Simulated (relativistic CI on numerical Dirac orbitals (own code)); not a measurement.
# Hyperfine structure of Xe XV, mass number 131

Method of calculation: Dirac-Coulomb-Breit CI, orbitals from a KLI potential per configuration, model QED (radiative potential, 1s self-energy scaled to tabulated hydrogen-like ionisation energies), unscaled Slater integrals (own radial code, finite nucleus).

CI space (outside the closed core [Ar] 3d10): 4s2 4p6 4d4, 4s2 4p5 4d5, 4s2 4p6 4d3 4f, 4s 4p6 4d5, 4s2 4p6 4d3 5s, 4s2 4p6 4d3 5p, 4s 4p6 4d4 4f, 4s2 4p6 4d2 4f 5s, 4s2 4p6 4d3 5d, 4s2 4p6 4d2 5s 5p, 4s2 4p6 4d3 6s, 4p6 4d6, 4p5 4d7, 4s2 4p6 4d2 5s2, 4s2 4p6 4d 4f 5s2, 4s2 4p6 4d 5s2 5p, 4s 4p6 4d2 4f 5s2. Double excitations out of closed p, d and f shells are left out; levels of such configurations are missing from the list, as are those of other unlisted configurations, and high levels can miss mixing partners.

Nuclear spin I = 3/2, μ = 0.69185 μN, Q = -0.114 b (tables of Stone and Pyykkö). The electronic factors are computed for point nuclear moments, without core polarisation or the Bohr-Weisskopf and QED corrections.

| Level | E (cm⁻¹) | A (MHz) | B (MHz) |
| --- | --- | --- | --- |
| 4s2 4p6 4d4 5D_1 | 7098.9 | 79.72 | -160 |
| 4s2 4p6 4d4 5D_2 | 13974.2 | 457.4 | -120 |
| 4s2 4p6 4d4 5D_3 | 19879.4 | 758.5 | 94.7 |
| 4s2 4p6 4d4 5D_4 | 24600.7 | 1020 | 442 |
| 4s2 4p6 4d4 3H_4 | 43376.2 | 1487 | -169 |
| 4s2 4p6 4d4 3G_3 | 51770.1 | 1548 | -61.1 |
| 4s2 4p6 4d4 3H_5 | 53569.2 | 1369 | -317 |
| 4s2 4p6 4d4 3P_1 | 54124.4 | 1001 | 27.4 |

Levels with J = 0, under 50 % of one LS term, or S terms without an open s electron are left out. Small factors come from cancelling terms and can be off by tens of per cent or more.

At this charge energies of transitions that change n are usually good to better than 1 %, and those within a shell (Δn = 0) to a few per cent. Terms inside the open d or f shell come out 10 to 20 % too wide with unscaled integrals. Levels and lines within the n = 5 or 6 shells can be off by up to 10 % or somewhat more, and those that change n by about 2 %, since core polarisation is missing.

Task: Give the hyperfine levels of 4s2 4p6 4d4 5D_3 relative to its centre of gravity.

Result: With K = F(F + 1) − I(I + 1) − J(J + 1), E = AK/2 + B[¾K(K + 1) − I(I + 1)J(J + 1)]/[2I(2I − 1)J(2J − 1)]: F = 3/2: -4494, F = 5/2: -2669, F = 7/2: -47.36, F = 9/2: 3437 MHz.

LS names give the leading component of a level, which can be under half, so a name can repeat, a term be missing and a line seem to break the LS rules.
